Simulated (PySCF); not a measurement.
## Correlation energy of P (phosphorus, neutral)

[Ne] 3s1 3p3 4s1, high-spin 6S determinant (an excited configuration). Computed with PySCF 2.14 in aug-cc-pCVTZ-DK (8s7p5d3f, 75 functions), with scalar relativity by spin-free X2C-1e. Frozen: 1s2; 13 electrons correlated.

```tsv
level	correlation energy (mhartree)
CCSD	-329.38
(T)	-2.72
CCSD(T)	-332.10
```

Diagnostics: T1 = 0.0054, D1 = 0.0265, largest double amplitude 0.031.

The outer electron is Rydberg-like, and this basis confines it to a smaller radius and binds it less than a complete one would.

Cost of the coupled-cluster step: of the order of 17 core-seconds, for 13 correlated electrons.

Iterations:

```
CC2 = 0
CCSD nocc = (np.int64(9), np.int64(4)), nmo = (74, 74)
frozen orbitals [[0], [0]]
max_cycle = 100
direct = 0
conv_tol = 1e-08
conv_tol_normt = 1e-06
diis_space = 8
diis_start_cycle = 0
Init t2, MP2 energy = -0.316241215811865
Init E_corr(UCCSD) = -0.316241215815184
cycle = 1  E_corr(UCCSD) = -0.326153474040302  dE = -0.00991225823  norm(t1,t2) = 0.0356042
cycle = 2  E_corr(UCCSD) = -0.328582694005597  dE = -0.00242921997  norm(t1,t2) = 0.0114047
cycle = 3  E_corr(UCCSD) = -0.329420118448529  dE = -0.000837424443  norm(t1,t2) = 0.00420751
cycle = 4  E_corr(UCCSD) = -0.329377325664097  dE = 4.27927844e-05  norm(t1,t2) = 0.000493341
cycle = 5  E_corr(UCCSD) = -0.329373972872261  dE = 3.35279184e-06  norm(t1,t2) = 7.17516e-05
cycle = 6  E_corr(UCCSD) = -0.329375525251647  dE = -1.55237939e-06  norm(t1,t2) = 1.11437e-05
cycle = 7  E_corr(UCCSD) = -0.329375398290072  dE = 1.26961575e-07  norm(t1,t2) = 1.54309e-06
cycle = 8  E_corr(UCCSD) = -0.329375384198453  dE = 1.40916191e-08  norm(t1,t2) = 2.5441e-07
cycle = 9  E_corr(UCCSD) = -0.329375387132479  dE = -2.93402602e-09  norm(t1,t2) = 6.70639e-08
UCCSD converged
E(UCCSD) = -341.465491855103  E_corr = -0.329375387132479
UCCSD(T) correction = -0.00272362297183997
```
